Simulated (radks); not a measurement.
All-electron atom: Ce in [Xe] 4f1 5d2 6s1 (not the ground configuration). All-electron calculation, scalar-relativistic Kohn-Sham, LDA (Slater exchange, Perdew-Wang correlation), spin-polarised, spherical densities, finite nucleus; open shells are filled with parallel spins first (spin-orbit coupling, left out, can overturn this in heavy ions); Fermi nuclear charge, rms radius 4.8771 fm. Program: a radial shooting solver on a logarithmic mesh with Libxc functionals.

Normalised radial functions P(r) = r R(r), r in bohr:

r           5s up    6s up
0.001187   0.0402   0.0126
0.001382   0.0456   0.0143
0.001622   0.0519   0.0163
0.001888   0.0586   0.0184
0.002216   0.0663   0.0208
0.002579   0.0743   0.0233
0.003003   0.0829   0.0260
0.003524   0.0926   0.0291
0.004102   0.1023   0.0321
0.004814   0.1127   0.0354
0.005604   0.1224   0.0384
0.006577   0.1321   0.0415
0.007656   0.1402   0.0440
0.008913   0.1465   0.0460
0.01046    0.1501   0.0471
0.01218    0.1496   0.0470
0.01429    0.1435   0.0451
0.01664    0.1311   0.0412
0.01952    0.1096   0.0344
0.02273    0.0802   0.0252
0.02646    0.0415   0.0130
0.03105   -0.0086  -0.0027
0.03614   -0.0632  -0.0199
0.04242   -0.1236  -0.0388
0.04938   -0.1776  -0.0558
0.05795   -0.2218  -0.0696
0.06746   -0.2416  -0.0758
0.07853   -0.2302  -0.0722
0.09216   -0.1770  -0.0553
0.1073    -0.0860  -0.0267
0.1259     0.0429   0.0138
0.1466     0.1765   0.0558
0.172      0.2957   0.0930
0.2002     0.3527   0.1105
0.2331     0.3252   0.1011
0.2736     0.1928   0.0586
0.3185    -0.0133  -0.0068
0.3737    -0.2604  -0.0844
0.4351    -0.4503  -0.1423
0.5106    -0.5246  -0.1613
0.5944    -0.4317  -0.1258
0.692     -0.1854  -0.0415
0.812      0.1782   0.0767
0.9453     0.5329   0.1832
1.109      0.8203   0.2513
1.291      0.9533   0.2496
1.516      0.9336   0.1708
1.764      0.7962   0.0360
2.054      0.5995  -0.1303
2.41       0.3899  -0.3043
2.806      0.2278  -0.4384
3.293      0.1121  -0.5247
3.834      0.0491  -0.5461
4.499      0.0173  -0.5083
5.237      0.0053  -0.4286
6.097      0.0013  -0.3262
7.155      0.0002  -0.2174
8.329      0.0000  -0.1309
9.775      0.0000  -0.0667
11.38      0.0000  -0.0304
13.35      0.0000  -0.0112
15.55      0.0000  -0.0036

5s up: eigenvalue -39.399 eV, 4 radial nodes at r = 0.0303, 0.120, 0.316, 0.753 bohr, <r> = 1.52 bohr, 90 % of the charge inside 2.19 bohr. 6s up: eigenvalue -3.707 eV, 5 radial nodes at r = 0.0303, 0.120, 0.314, 0.734, 1.83 bohr, <r> = 4.38 bohr, 90 % of the charge inside 6.43 bohr.
